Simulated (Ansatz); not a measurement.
System: AlP$_{2}$H$_{5}$, charge 0, singlet. AlP2H5 (SMILES [PH2][AlH][PH2]).
B3LYP-D3(BJ)/def2-TZVP minimum from Ansatz (a quantum-chemistry and plane-wave program):
```xyz
8

Al    -0.6064    -0.3484    -0.3873
H     -1.8819    -0.9913    -1.0652
P     -0.0483     1.8702    -0.8457
H     -0.1896     1.7235    -2.2501
H      1.3523     1.6466    -0.8366
P      0.4702    -1.4736     1.3501
H      1.7756    -1.0832     0.9560
H      0.4988    -2.7162     0.6653
```
Charge 0, spin multiplicity 1.

Total energies in cc-pV(D+d)Z, 18 correlated electrons, 15 frozen orbitals. Open shells are spin-unrestricted; no spin-orbit coupling. Cores are frozen in correlated methods. No relativity.

```
method    program  energy (Eh)  minus CCSDT(Q) (mEh)
--------  -------  -----------  --------------------
HF         Ansatz   -926.32942                385.66
MP2        Ansatz   -926.64317                 71.92
CCSD       Ansatz   -926.70126                 13.82
CCSD(T)    Ansatz   -926.71275                  2.34
CCSDT(Q)   Ansatz   -926.71509                  0.00
```

Rough core times of Ansatz's runs on a shared machine: CCSD(T) under 20 s, CCSDT(Q) 4 min.
